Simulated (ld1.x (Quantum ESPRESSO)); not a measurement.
# What one change does to a pseudopotential (N, RRKJ)

- Element: nitrogen
- Generator: ld1.x (Quantum ESPRESSO) 7.5
- Type: norm-conserving RRKJ (Kleinman–Bylander form)
- Functional: PBE
- Relativity: scalar-relativistic
- Frozen core: [He]
- Valence charge: 5
- Reference configuration: 2s2 2p2.5 (charge +0.5)
- Partial waves: 2s (bound): rc 1.00 bohr; 3d channel at 0.05 Ry: rc 1.05 bohr; 2p (bound): rc 1.25 bohr
- Local potential: the p channel
- Core correction: Bessel-smoothed model core inside 0.80 bohr

Change: type PAW; waves now 2s (bound): rcut 0.85, rcutus 1.00 bohr; 2s channel at 2.8 Ry: rcut 0.85, rcutus 1.00 bohr; 2p (bound): rcut 1.10, rcutus 1.25 bohr; 2p channel at -0.2 Ry: rcut 1.10, rcutus 1.25 bohr; 3d channel at 0.05 Ry: rc 1.05 bohr; local potential the d channel; augmentation PSQ, inside the norm-conserving radii.

Cutoffs: the cutoffs (Ry, on a coarse ladder) from which the occupation-weighted sum of valence levels, in a spherical-Bessel basis at the reference potential, stays within 10 and 1 mRy of its value at 400 Ry; they do not see the model core or the augmentation charge, which bear on the density cutoff. Errors are all-electron minus pseudo energies relative to the spin-unpolarised reference configuration.

How do hardness, ghosts and transferability respond?

The potential gets softer (80 Ry and 110 Ry → 45 Ry and 55 Ry); of the 7 tests that both files solve, the error grows in 1 and shrinks in 3 by more than 15 % and 0.3 meV (median size 0.7 → 0.4 meV); neither file shows a bound ghost. Several settings change at once here, so the effects cannot be laid on one of them.

| quantity | base | changed |
| --- | --- | --- |
| cutoff, loose | 80 Ry | 45 Ry |
| cutoff, tight | 110 Ry | 55 Ry |
| loose cutoff by channel (10 mRy a level) | s 70 Ry, p 55 Ry | s 10 Ry, p 40 Ry |
| bound ghosts | none | none |
| error for 2s2 2p3, meV [ΔE -5.09 eV] | -0.1 | +0.2 |
| error for 2s2 2p2, meV [ΔE 8.50 eV] | +0.2 | -0.4 |
| error for 2s2 2p1, meV [ΔE 37.35 eV] | +28 | -2.1 |
| error for 2s2 2p3.3, meV [ΔE -6.71 eV] | -0.7 | +0.4 |
| error for 2s0 2p5, meV [ΔE 17.95 eV] | +29 | -1.5 |
| error for 2s1 2p3, meV [ΔE 20.28 eV] | +0.3 | -0.9 |
| error for 2s1 2p4, meV [ΔE 6.41 eV] | +8.7 | -0.4 |
| s: phases at 1.35 bohr within 0.05 rad from the reference energy up to (Ry; the scan ends near 5) | to the end of the scan | to the end of the scan |
| p: phases at 1.35 bohr within 0.05 rad from the reference energy up to (Ry; the scan ends near 5) | to the end of the scan | to the end of the scan |
| d: phases at 1.35 bohr within 0.05 rad from the reference energy up to (Ry; the scan ends near 5) | to the end of the scan | to the end of the scan |
